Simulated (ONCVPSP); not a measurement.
calcium (Ca): excitation energies, all-electron against ONCV

```
Element                 : calcium
Generator               : ONCVPSP 4.0.1
Type                    : optimised norm-conserving Vanderbilt (ONCV)
Functional              : Wu-Cohen
Relativity              : scalar-relativistic
Frozen core             : [Ne]
Valence charge          : 10
Reference configuration : 3s2 3p6 (charge +2)
Partial waves           : 3s: rc 1.30 bohr, ncon 4, nbas 7, qcut 4 1/bohr, 1 projector; 3p: rc 2.05 bohr, ncon 4, nbas 7, qcut 7 1/bohr, 1 projector; d scattering state at 0.14 Ha: rc 1.80 bohr, ncon 4, nbas 8, qcut 5.3 1/bohr, 2 projectors, debl 0.8 Ha
Local potential         : polynomial inside 1.15 bohr (lpopt 5, dvloc0 0 Ha)
Core correction         : none
```

In the d channel the program set the typed energies aside and used -0.585, 0.215 Ha.

Energies are relative to the spin-unpolarised reference configuration 3s2 3p6; without spin polarisation the order of configurations can differ from experiment.

(1) Give the all-electron excitation energy and the error of the potential for: 3s2 3p6 4s2; 3s2 3p6 4s1; 3s2 3p6 4s1.5; 3s2 3p6 3d1.

Answers

(1)

```csv
valence configuration,charge,ΔE all-electron (eV),error AE − PS (meV)
3s2 3p6 4s2,0,-17.924,+243
3s2 3p6 4s1,+1,-11.628,+182
3s2 3p6 4s1.5,+0.5,-15.420,+222
3s2 3p6 3d1,+1,-10.374,+28
```
